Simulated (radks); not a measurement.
The numbers below are computed, except where a source is named.
These are the eigenvalues of the occupied orbitals of an atom or ion with whole-number occupations (eV). Code: a radial shooting solver on a logarithmic mesh with Libxc functionals. Model: scalar-relativistic Kohn-Sham, PBEsol, spin-polarised, spherical densities, finite nucleus; Fermi nuclear charge, rms radius of each element as measured or else 0.836 A^(1/3) + 0.57 fm.

orbital  eigenvalue
1s up     -6725.251
1s down   -6723.850
2s up     -1035.611
2s down   -1034.352
2p up     -924.3086
2p down   -922.6085
3s up     -331.9007
3s down   -325.2935
3p up     -298.6724

Which element is it, and in what charge state? The configuration may be excited. Open shells, if any, are filled with parallel spins first.

Answer. Z = 25, manganese, charge +11: Mn11+ in [Ne] 3s2 3p2. The list shows which subshells hold electrons but not how many an open one holds; the 1s level, -247.15 hartree, gives Z - s = 22.2 by -(Z - s)^2/2, which with screening and relativity narrows Z to a few neighbours, and the depths of the outer levels then fix element, charge and occupations together.
